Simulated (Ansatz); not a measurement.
Start from `[CH3][W](=[NH])(=[NH])[OH]` and change one atom or group to get `[NH]=[W](=[NH])([OH])[OH]`.

Ansatz, PBE0-D4/def2-TZVP geometries, multiplicity 1. Each molecule was computed in one conformer, which needn't be the lowest.

Elements past krypton have def2 core potentials.

| property | `[CH3][W](=[NH])(=[NH])[OH]` |
| --- | --- |
| HOMO energy (ωB97M-V/def2-TZVPP) / eV | -9.84 |
| HOMO–LUMO gap (PBE0/def2-TZVPP) / eV | 6.52 |
| HOMO energy (PBE0/def2-TZVPP) / eV | -7.55 |
| size of the dipole moment (ωB97M-V/def2-TZVPP) / D | 1.30 |
| LUMO energy (ωB97M-V/def2-TZVPP) / eV | 1.05 |
| LUMO energy (B3LYP/def2-TZVPP) / eV | -1.28 |

Q: Give the same properties after the change, and the shifts. (Best estimate.)

A: Ansatz gave: 
```tsv
property	`[NH]=[W](=[NH])([OH])[OH]`	shift
HOMO energy (ωB97M-V/def2-TZVPP) / eV	-9.86	-0.02
HOMO–LUMO gap (PBE0/def2-TZVPP) / eV	6.97	0.45
HOMO energy (PBE0/def2-TZVPP) / eV	-7.59	-0.04
size of the dipole moment (ωB97M-V/def2-TZVPP) / D	0.90	-0.40
LUMO energy (ωB97M-V/def2-TZVPP) / eV	1.26	0.21
LUMO energy (B3LYP/def2-TZVPP) / eV	-0.88	0.40
```

The zero-point energy changes by -58.4 kJ/mol with -6 modes. Dipoles are sizes alone; their direction can turn.

B3LYP here is the variant with VWN-RPA as its local correlation; programs differ in this.
